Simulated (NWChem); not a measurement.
Molecule: thionyl fluoride (SOF$_{2}$); SMILES O=S(F)F

```xyz
4

O      0.0060    -1.3711    -0.3899
S      0.0008    -0.1728     0.4034
F      1.1656     0.7801    -0.1864
F     -1.1723     0.7699    -0.1864
```
Atoms are numbered in this order, from 1.

Level: PBE0/def2-SVP (NWChem), optimised geometry, unscaled harmonic frequencies. 

Task: List the harmonic frequencies with IR intensities, and the thermochemistry.

Result: 
```json
[
 {"frequency (cm⁻¹)": "357", "IR intensity (km/mol)": "5.4"},
 {"frequency (cm⁻¹)": "377", "IR intensity (km/mol)": "6.0"},
 {"frequency (cm⁻¹)": "515", "IR intensity (km/mol)": "30.7"},
 {"frequency (cm⁻¹)": "784", "IR intensity (km/mol)": "198.0"},
 {"frequency (cm⁻¹)": "837", "IR intensity (km/mol)": "177.0"},
 {"frequency (cm⁻¹)": "1364", "IR intensity (km/mol)": "157.5"}
]
```

```yaml
zero_point_energy: 6.0 kcal/mol
thermal correction to the enthalpy at 298.15 K (with zero-point energy): 9.1 kcal/mol
heat capacity Cv: 11.6 cal/(mol K)
entropy at 298.15 K and 1 atm (symmetry number 1): 66.9 cal/(mol K)
dipole_moment: 1.85 D
```

Rigid rotor and harmonic oscillator.
